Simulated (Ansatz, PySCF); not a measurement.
Reaction (SMILES): c1ccoc1 + 4 C (CH4) + O (H2O) -> 2 C=C (C2H4) + CC (C2H6) + 2 CO (CH4O)
Geometries: B3LYP-D3(BJ)/def2-TZVP minima from Ansatz (a first-principles code). Unstable Hartree-Fock reference: c1ccoc1.

Quantity: bond separation energy (0 K, with B3LYP-D3(BJ) harmonic zero-point energies from PySCF), in eV. Correlated levels leave the core frozen unless marked. Spin-orbit coupling is left out. Non-relativistic. Basis-set limits of correlation are two-point, X^-3; Hartree-Fock from the larger set. The bracket is a focal-point correction in the basis named.

RI-MP2/CBS(cc-pVTZ,cc-pVQZ)+[CCSD(T)-MP2]/cc-pVTZ (Ansatz) gives 2.04 eV.

Task: Another calculation gave 2.07 eV. Which level was it?
(A) SVWN5/def2-TZVPD (Ansatz)
(B) wB97M-V/def2-TZVPD (Ansatz)
(C) PBE/def2-TZVPD (Ansatz)
(D) HF/def2-TZVPD (PySCF)

Result: B, wB97M-V/def2-TZVPD (Ansatz). The others give 2.23 (PBE), 1.62 (HF), 2.39 (SVWN5) eV.
